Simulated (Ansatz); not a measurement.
The cluster Al₄O₆⁺. Total charge 1; doublet. Geometry r2SCAN-D4/def2-SVP; atoms count from 1.

```xyz
10

Al   -0.1372    1.6783    0.2523
Al   -0.4737   -0.4656   -1.5673
Al    1.6068   -0.5532    0.1073
Al   -1.0010   -0.6634    1.2064
O    -1.5407   -1.1796   -0.3770
O    -1.1464    1.0257    1.4756
O     0.6367   -1.2656    1.3792
O     1.1464   -1.0257   -1.4756
O    -0.6304    1.2704   -1.3776
O     1.5395    1.1787    0.3767
```

The structure comes from a short search, and lower isomers may exist.

(1) Estimate the Mulliken populations from the PBE0/def2-TZVP orbitals of Ansatz.

(2) Where does the spin sit?

(3) And the Mayer bond orders between heavy atoms (over 0.3)?

## Answers

(1) 
```json
{"atom": "Al1", "charge (e)": "0.74", "spin (α − β)": "-0.04"}
{"atom": "Al2", "charge (e)": "0.74", "spin (α − β)": "-0.03"}
{"atom": "Al3", "charge (e)": "0.74", "spin (α − β)": "-0.04"}
{"atom": "Al4", "charge (e)": "0.74", "spin (α − β)": "-0.03"}
{"atom": "O5", "charge (e)": "-0.31", "spin (α − β)": "0.27"}
{"atom": "O6", "charge (e)": "-0.37", "spin (α − β)": "-0.01"}
{"atom": "O7", "charge (e)": "-0.30", "spin (α − β)": "0.29"}
{"atom": "O8", "charge (e)": "-0.37", "spin (α − β)": "-0.01"}
{"atom": "O9", "charge (e)": "-0.30", "spin (α − β)": "0.29"}
{"atom": "O10", "charge (e)": "-0.30", "spin (α − β)": "0.31"}
```
Mulliken values depend strongly on the basis.

(2) Summed by element: Al -0.14, O 1.14, of 1 unpaired in all. Largest on single atoms: O10 0.31, O9 0.29, O7 0.29.

(3) Al1–O6 1.17 (1.71 Å); Al1–O9 1.03 (1.75 Å); Al1–O10 1.02 (1.75 Å); Al2–O5 1.03 (1.75 Å); Al2–O8 1.16 (1.72 Å); Al2–O9 1.02 (1.75 Å); Al3–O7 1.03 (1.75 Å); Al3–O8 1.17 (1.71 Å); Al3–O10 1.02 (1.75 Å); Al4–O5 1.03 (1.75 Å); Al4–O6 1.16 (1.72 Å); Al4–O7 1.02 (1.75 Å).
